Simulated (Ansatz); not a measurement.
A structure relaxed at r2SCAN/def2-TZVP in Ansatz, charge 0, singlet:

```xyz
6

Be    1.996   -0.311   -0.404
Be    0.359    1.006    0.204
Be   -1.621    1.620    0.529
Be    0.176   -0.786   -1.190
Be   -1.455   -0.363    0.169
Be    0.544   -1.167    0.692
```

Question: Give its formula and point group.

Answer: the cluster Be6. Point group Cs (tolerance 0.1 Å).

Question: Summarise the bond lengths by kind (pairs closer than 1.2 times the sum of covalent radii, bridged metal pairs left out).

Answer: 11 × Be–Be 1.95 to 2.28 Å.

The restricted singlet is unstable towards broken spin symmetry at other levels; at r2SCAN/def2-TZVP this wasn't settled. Another isomer (singlet) lies 0.56 eV lower at PBE0/def2-TZVP; other spin states weren't run for this one.
